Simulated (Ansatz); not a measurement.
Frontier orbitals of C2H5BO2 (`BC(=O)OC`).

Z-matrix (Å, degrees):
```
C
O 1 1.431
H 1 1.090 2 110.5
H 1 1.087 2 105.7 3 119.6
H 1 1.090 2 110.5 3 -120.7
C 2 1.326 1 115.7 3 60.5
O 6 1.213 2 124.6 1 -0.0
B 6 1.558 2 122.9 1 -180.0
H 8 1.191 6 119.0 2 93.6
H 8 1.191 6 119.0 2 -93.8
```

The species carries charge 0 and has multiplicity 1. Geometry: relaxed with PBE0-D4/def2-TZVP. Basis def2-TZVPP, Ansatz 0.2.0.

Orbital energies of one run (eV). Highest occupied ones, from the top: -6.55, -7.56, -8.42, -8.52, -9.76, -10.11, -11.20, -11.81, -12.08, -13.64, -14.83, -18.47, -25.79, -28.09. Empty: -2.68, -1.03, 0.65, 1.24, 1.90, 2.08.

(1) Which functional gave them?
A. ωB97M-V
B. revPBE
C. BHLYP
D. ωB97X-V

## Answers

(1) B. HOMO energies: revPBE -6.55, ωB97M-V -10.45, BHLYP -9.53, ωB97X-V -10.49 eV.
